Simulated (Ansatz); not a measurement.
`F[Si]1([GeH3])CO1` → C• + F• + Ge• + 5 H• + O• + Si•  (atomization)

Calculated with Ansatz (gas phase, PBE0-D4/def2-TZVP geometries, no zero-point term in ΔE). CCSD(T)/CBS is the MP2 limit (def2-TZVPP, def2-QZVPP) plus CCSD(T) − MP2 in def2-TZVPP, frozen cores. This one scheme is used for every species, atoms too. DFT in def2-TZVPP. B3LYP here is the variant with VWN-RPA as its local correlation; programs differ in this. Open shells (•) are unrestricted, without spin–orbit coupling. Spin–orbit coupling would lower the free atoms: a little for C, F, O, Si; clearly for Ge. Bonds to Ge are less sure, by a few kJ/mol each and by 10 to 20 or more in all where they break to atoms, as the def2 sets lack core-valence functions. Scalar relativity is left out up to krypton.

```
             level  ΔE (kcal/mol)  difference from CCSD(T)/CBS
            PBE-D4          846.1                          8.8
         r2SCAN-D4          838.5                          1.2
           PBE0-D4          828.1                         -9.2
           ωB97X-V          839.1                          1.8
            B2PLYP          822.4                        -14.9
            r2SCAN          837.3                          0.0
              PBE0          823.8                        -13.5
             B3LYP          819.8                        -17.5
    MP2/def2-TZVPP          830.2                         -7.1
SCS-MP2/def2-TZVPP          823.7                        -13.6
   CCSD/def2-TZVPP          800.5                        -36.8
CCSD(T)/def2-TZVPP          814.6                        -22.7
     HF/def2-QZVPP          591.6                       -245.7
    MP2/def2-QZVPP          843.9                          6.6
SCS-MP2/def2-QZVPP          839.1                          1.8
     MP2/CBS(def2)          853.0                         15.7
       CCSD(T)/CBS          837.3                            0
```

Largest T1 diagnostic among the species: 0.013.

The D4 term adds +8.3 kcal/mol with B3LYP and +4.3 kcal/mol with PBE0; it sums over pairs of atoms, weighted by their polarisabilities, and B3LYP, whose exchange is more repulsive, gets the larger term. From PBE to PBE0 (25 % exact exchange), in def2-TZVPP and without D4, ΔE moves by −17.2 kcal/mol: exact exchange takes away binding that semilocal exchange gives to molecules.

For atomizations the MP2-based limit and the directly extrapolated one differ by several kJ/mol either way, and by 10 to 25 for some Ge, Se and Sn compounds, so smaller differences from it don't rank the levels.
